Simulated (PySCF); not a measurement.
Br₂H₂O₂Si, SMILES O[Si](Br)(Br)O.

Geometry optimised at B3LYP-D3(BJ)/def2-SVP. The structure was generated by enumeration, and PubChem lists no compound with its InChIKey, so it may never have been made. Other conformers were not sampled.

Computed with PBE/def2-TZVP run with PySCF.

The molecule is in vacuum.

```
Property                                                                                                        Value
---------------------------------------------------------------------------------------------  ----------------------
total energy                                                                                      -5588.66174 hartree
point group                                                                                                        C2
highest occupied level                                                                                       -7.27 eV
lowest empty level                                                                                           -1.35 eV
orbital gap                                                                                                   5.92 eV
dipole moment                                                                                                  1.74 D
quadrupole, principal values (traceless, Buckingham form, about the centre of nuclear charge)   -9.58, 3.80, 5.79 D·Å
mean static polarisability                                                                      70.1 bohr³ (10.38 Å³)
polarisability, principal values                                                               58.2, 66.9, 85.1 bohr³
```
